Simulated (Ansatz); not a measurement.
Oxide piece family: PBE0-D4/def2-TZVP single points in Ansatz on relaxed structures, gas phase. Core potentials for In, Nb, Pb, Zr, no spin–orbit coupling. A negative affinity means that the extra electron isn't bound at that geometry and level; within about 0.2 eV of zero the sign isn't settled. Binding counts from free atoms in the multiplicity of their measured ground term, without zero-point energy. Sets without diffuse functions give affinities that are too small. A dash marks a value that wasn't run or was left out as unsound. The structures are stationary points that may keep the symmetry of their start. Remarks come from the PBE and PBE0 runs and from stability tests at other levels; not every state was tested. A HOMO above zero means that the electron is unbound at that level and held by the basis, or that self-interaction error raises the level; the energy of removing that electron tells which. HOMO above LUMO (over both spins in singlets and doublets, within one spin in higher multiplets; at PBE or PBE0), or a gap under 0.15 eV within one spin, warns that the state may not be the lowest or that an electron is smeared out.

| species | atoms | state | geometry | HOMO (eV) | LUMO (eV) | gap (eV) | vertical IE (eV) | vertical EA (eV) | vertical triplet (eV) | binding per atom (eV) | point group (within 0.1 Å) | remarks |
| --- | --- | --- | --- | --- | --- | --- | --- | --- | --- | --- | --- | --- |
| Pb2O5H6 | 13 | singlet | r2SCAN-D4/def2-SVP | -7.10 | -1.16 | 5.95 | 8.84 | – | 4.49 | 3.44 | – | gap within one spin near zero at PBE or PBE0 (+1 doublet), HOMO above zero (-1 doublet) |
| Si5O14H8 | 27 | singlet | PBE-D4/def2-SVP | -9.34 | -1.41 | 7.92 | 10.98 | 0.13 | – | 4.77 | – | gap within one spin near zero at PBE or PBE0 (+1 doublet), HOMO above zero (-1 doublet), gap within one spin near zero at PBE or PBE0 (triplet) |
| Ga3O8H7 | 18 | singlet | PBE-D4/def2-SVP | -8.08 | -1.49 | 6.59 | – | – | – | 3.82 | – | gap within one spin near zero at PBE or PBE0 (+1 doublet), HOMO above zero (-1 doublet), gap within one spin near zero at PBE or PBE0 (triplet), HOMO above LUMO (triplet) |
| Al6O15H12 | 33 | singlet | PBE-D4/def2-SVP | -7.88 | -0.98 | 6.89 | 9.65 | -0.09 | 5.79 | 4.48 | – | gap within one spin near zero at PBE or PBE0 (+1 doublet), HOMO above LUMO (+1 doublet), HOMO above zero (-1 doublet), gap within one spin near zero at PBE or PBE0 (triplet), HOMO above LUMO (triplet) |
| Zr4O15H14 | 33 | singlet | PBE-D4/def2-SVP | -8.23 | -0.46 | 7.77 | 9.51 | -0.44 | 6.44 | 4.64 | – | gap within one spin near zero at PBE or PBE0 (+1 doublet), HOMO above zero (-1 doublet), gap within one spin near zero at PBE or PBE0 (triplet), HOMO above LUMO (triplet) |
| In3O10H11 | 24 | singlet | r2SCAN-D4/def2-SVP | -7.87 | -1.97 | 5.90 | 9.61 | 0.69 | 5.04 | 3.50 | – | gap within one spin near zero at PBE or PBE0 (+1 doublet), HOMO above LUMO (+1 doublet), HOMO above zero (-1 doublet), gap within one spin near zero at PBE or PBE0 (triplet), HOMO above LUMO (triplet) |

Problem. Estimate the rows for Si6O19H14 (singlet, PBE-D4/def2-SVP geometry); Al3O9H9 (singlet, r2SCAN-D4/def2-SVP geometry); Nb5O18H11 (singlet, PBE-D4/def2-SVP geometry).

Solution. 
| species | atoms | state | geometry | HOMO (eV) | LUMO (eV) | gap (eV) | vertical IE (eV) | vertical EA (eV) | vertical triplet (eV) | binding per atom (eV) | point group (within 0.1 Å) | remarks |
| --- | --- | --- | --- | --- | --- | --- | --- | --- | --- | --- | --- | --- |
| Si6O19H14 | 39 | singlet | PBE-D4/def2-SVP | -8.87 | -0.85 | 8.02 | 10.40 | -0.28 | – | 4.65 | – | gap within one spin near zero at PBE or PBE0 (+1 doublet), HOMO above LUMO (+1 doublet), HOMO above zero (-1 doublet), gap within one spin near zero at PBE or PBE0 (triplet) |
| Al3O9H9 | 21 | singlet | r2SCAN-D4/def2-SVP | -8.10 | -0.44 | 7.66 | 9.82 | -0.77 | – | 4.22 | – | gap within one spin near zero at PBE or PBE0 (+1 doublet), HOMO above zero (-1 doublet), gap within one spin near zero at PBE or PBE0 (triplet) |
| Nb5O18H11 | 34 | singlet | PBE-D4/def2-SVP | -8.86 | -2.84 | 6.02 | 10.16 | 1.64 | 4.26 | 4.83 | – | gap within one spin near zero at PBE or PBE0 (+1 doublet), HOMO above LUMO (+1 doublet), HOMO above zero (-1 doublet), gap within one spin near zero at PBE or PBE0 (-1 doublet), gap within one spin near zero at PBE or PBE0 (triplet) |

The gap (eV) runs from 5.90 (In3O10H11) to 8.02 (Si6O19H14). The vertical IE (eV) runs from 8.84 (Pb2O5H6) to 10.98 (Si5O14H8). The vertical EA (eV) runs from -0.77 (Al3O9H9) to 1.64 (Nb5O18H11). The vertical triplet (eV) runs from 4.26 (Nb5O18H11) to 6.44 (Zr4O15H14).
